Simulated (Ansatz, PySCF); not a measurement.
C5H12Si, SMILES C[C@@H]1C[C@@]1(C)[SiH3]. Atoms are numbered in the order given.

```xyz
18

C     -2.2416     0.9369     0.0849
C     -1.2183    -0.1641    -0.0079
C     -0.5217    -0.7001     1.2029
C      0.2692     0.0850     0.1785
C      0.7716     1.4652     0.5492
Si     1.4120    -0.8893    -0.9425
H     -2.0160     1.6482     0.8918
H     -3.2402     0.5190     0.2881
H     -2.3041     1.5060    -0.8563
H     -1.4672    -0.9153    -0.7682
H     -0.3688    -1.7799     1.2976
H     -0.7144    -0.1961     2.1562
H      0.8665     2.1133    -0.3374
H      0.1035     1.9732     1.2610
H      1.7636     1.4076     1.0257
H      0.8079    -2.2298    -1.2230
H      2.7525    -1.0889    -0.3051
H      1.6225    -0.1753    -2.2421
```

Geometry: PBE0-D3(BJ)/def2-SVP. The structure was generated by enumeration; whether it is a known compound was not checked.

Two levels are set side by side: PBE-D3(BJ)/def2-SVP (Ansatz, a program for electronic structure) and PBE0-D3(BJ)/def2-SVP (Ansatz). Each level has its own optimised geometry; the coordinates shown are those of the second. Frequencies come from the Hessian of PySCF at each geometry. Differences are taken from unrounded values.

| quantity | PBE0-D3(BJ) |
|---|---|
| mean bond length (Å) | 1.323 |
| bond C1–C2 (Å) | 1.506 |
| bond C2–C3 (Å) | 1.496 |
| bond C2–C4 (Å) | 1.520 |
| bond C3–C4 (Å) | 1.514 |
| bond C4–C5 (Å) | 1.515 |
| bond C4–Si6 (Å) | 1.874 |
| bond C1–H7 (Å) | 1.099 |
| bond C1–H8 (Å) | 1.101 |
| bond C1–H9 (Å) | 1.102 |
| bond C2–H10 (Å) | 1.097 |
| bond C3–H11 (Å) | 1.095 |
| bond C3–H12 (Å) | 1.095 |
| bond C5–H13 (Å) | 1.102 |
| bond C5–H14 (Å) | 1.100 |
| bond C5–H15 (Å) | 1.102 |
| bond Si6–H16 (Å) | 1.497 |
| highest harmonic wavenumber (cm⁻¹) | 3224 |
| mean harmonic wavenumber (cm⁻¹) | 1395 |
| zero-point energy (kcal/mol) | 95.71 |

**Question.** What does PBE-D3(BJ) give, and how far is it from PBE0-D3(BJ)? (Estimate from the structure and the level; the computed values follow.)

**Answer.** 
```
quantity                            PBE-D3(BJ)  PBE-D3(BJ) minus PBE0-D3(BJ)
----------------------------------  ----------  ----------------------------
mean bond length (Å)                     1.332                         0.009
bond C1–C2 (Å)                           1.514                         0.008
bond C2–C3 (Å)                           1.508                         0.011
bond C2–C4 (Å)                           1.533                         0.013
bond C3–C4 (Å)                           1.525                         0.011
bond C4–C5 (Å)                           1.523                         0.008
bond C4–Si6 (Å)                          1.885                         0.011
bond C1–H7 (Å)                           1.107                         0.008
bond C1–H8 (Å)                           1.110                         0.008
bond C1–H9 (Å)                           1.110                         0.008
bond C2–H10 (Å)                          1.106                         0.008
bond C3–H11 (Å)                          1.103                         0.008
bond C3–H12 (Å)                          1.103                         0.008
bond C5–H13 (Å)                          1.111                         0.008
bond C5–H14 (Å)                          1.109                         0.008
bond C5–H15 (Å)                          1.110                         0.008
bond Si6–H16 (Å)                         1.507                         0.010
highest harmonic wavenumber (cm⁻¹)        3132                           -92
mean harmonic wavenumber (cm⁻¹)           1349                           -46
zero-point energy (kcal/mol)             92.58                         -3.13
```

GGA bonds tend to be longer and softer than those of functionals with exact exchange. Differences between two approximate levels are no errors against the true value.
